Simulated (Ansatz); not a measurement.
`C[SiH2]B(N)F` → `[CH2]` (triplet) + `NB(F)[SiH3]` at 500 K and 1 bar (formal loss of a carbene).

Calculated with Ansatz (gas phase, PBE0-D4/def2-TZVP geometries, no zero-point term in ΔE). CCSD(T)/CBS adds triple-zeta CCSD(T) − MP2 to the extrapolated MP2 energy (def2 sets, frozen cores). This one scheme is used for every species. Triplets are unrestricted, without spin–orbit coupling. One conformer a species, not always the lowest.

```tsv
species	CCSD(T)/CBS energy (Eh)	H − E (kJ/mol)	S (J/(mol·K))
`C[SiH2]B(N)F`	-510.74426	282.3	430.1
`[CH2]` (triplet)	-39.09499	62.7	213.9
`NB(F)[SiH3]`	-471.46894	195.0	375.5
```

H − E and S are ideal-gas, rigid-rotor, harmonic terms from PBE0-D4/def2-TZVP, for one conformer and one mirror image of each species, with the whole ground term of open shells counted as degenerate. 1 Eh = 2625.50 kJ/mol, R = 8.31446 J/(mol·K).

By hand: ΔE, ΔH, ΔS and ΔG.

ΔE = (-39.09499) + (-471.46894) − (-510.74426) = 0.18033 Eh = 473.5 kJ/mol. Δ(H − E) = 62.7 + 195.0 − 282.3 = -24.6, so ΔH = 448.9 kJ/mol. ΔS = 213.9 + 375.5 − 430.1 = 159.3 J/(mol·K). ΔG = 448.9 − 500 × (159.3)/1000 = 369.2 kJ/mol.

By hand: the equilibrium constant, and the temperature at which ΔG would vanish if ΔH and ΔS stayed fixed.

log₁₀ K = −ΔG/(RT ln 10) = -38.6. ΔG = 0 at ΔH/ΔS = 2818 K, far beyond where these terms or the molecules hold.

The number of gas molecules changes by +1, which sets the sign of ΔS. A doubt of 5 kJ/mol in ΔE shifts log₁₀ K by 0.5 here. Other conformers and mirror images would add mixing entropy, several J/(mol·K) or more a flexible species. Modes under 60 cm⁻¹, often nearly free rotors, make the harmonic entropy too high. A triplet takes part, so the spin changes. These are equilibria of isolated gas molecules and say nothing of rates. Largest T1 diagnostic: 0.013 (customary marks: 0.02 for closed shells, 0.045 for open ones).
